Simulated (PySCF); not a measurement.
## Computed NMR parameters against published values

Cartesian coordinates in Å; atom numbers follow the order of the lines, from 1:
```xyz
16

O     2.7703   -0.6194    1.0570
S     2.1587    0.3070    0.1511
O     2.5267    1.6827    0.2035
O     2.4655   -0.2478   -1.3436
C     0.3923    0.1454    0.1715
C    -0.3658    1.1603   -0.3715
C    -1.7440    1.0203   -0.4025
C    -2.3322   -0.1250    0.1131
C    -1.5539   -1.1320    0.6639
C    -0.1743   -0.9992    0.6901
H     3.0311   -1.0192   -1.2859
H     0.1350    2.0365   -0.7494
H    -2.3575    1.8012   -0.8248
H    -3.4064   -0.2321    0.0885
H    -2.0210   -2.0160    1.0708
H     0.4678   -1.7537    1.1158
```

Published estimates (parent shift plus substituent increments) and measurements: δ ¹³C C8 132.3; C7/C9 129.8; C6/C10 126.3 ppm (estimated from measurements, as parent shift plus tabulated substituent increment; solution, not stated per compound (mostly CDCl3 or CCl4); Pretsch, Buehlmann, Badertscher, Structure Determination of Organic Compounds, 4th ed. (2009)).

One averaged value for each set of equivalent atoms, a single conformation, non-relativistic, no solvent model. GFN2-xTB structure; GIAO PBE0/pcSseg-1 shieldings; PySCF.

Question: What does the calculation give, and how does it compare?

Answer: 
Reference values: estimated from measurements, as parent shift plus tabulated substituent increment (solution, not stated per compound (mostly CDCl3 or CCl4); Pretsch, Buehlmann, Badertscher, Structure Determination of Organic Compounds, 4th ed. (2009)).
| atoms | quantity | reference | computed | computed, scaled |
| --- | --- | --- | --- | --- |
| C8 | δ ¹³C | 132.3 | 139.5 | 133.7 |
| C7/C9 | δ ¹³C | 129.8 | 134.6 | 129.0 |
| C6/C10 | δ ¹³C | 126.3 | 132.0 | 126.5 |

Computed shifts are σ(ref) − σ with the named reference compound (TMS for H and C) calculated as an isolated molecule at the same level. The measured values may be among those fitted. Empirical linear scaling, fitted to shifts measured mostly in CDCl3 for H and C (δ vs TMS): ¹³C: δ = 179.97 − 0.974σ (rms 2.1 ppm, 958 shifts, 2.3 ppm with the 13 outliers that the fit left out). A few per cent of atoms miss by over 2 rms, more outside the fitted compound classes.

Question: How far are the unscaled ¹³C shifts from the references?

Answer: Mean signed difference +5.90 ppm, mean absolute 5.90 ppm over 3 comparisons; the largest is +7.2 ppm at C8 (aromatic CH).
